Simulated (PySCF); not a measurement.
## Electron correlation in Ne(2+) (neon, charge +2)

[He] 2s2 2p4, high-spin 3P determinant. Computed with PySCF 2.14 in dyall-av2z (11s7p2d, 42 functions), with the non-relativistic Hamiltonian (point nucleus). Frozen: 1s2; 6 electrons correlated; the 8 highest virtual orbitals of each spin left out.

```
  level  correlation energy (mhartree)
   CCSD                        -137.58
    (T)                          -1.02
CCSD(T)                        -138.60
  CCSDT                        -138.69
```

Diagnostics: T1 = 0.0030, D1 = 0.0058, largest double amplitude 0.021.

Q: Is a single reference adequate?

A: Yes: T1 lies below 0.03 and no double amplitude reaches 0.07.
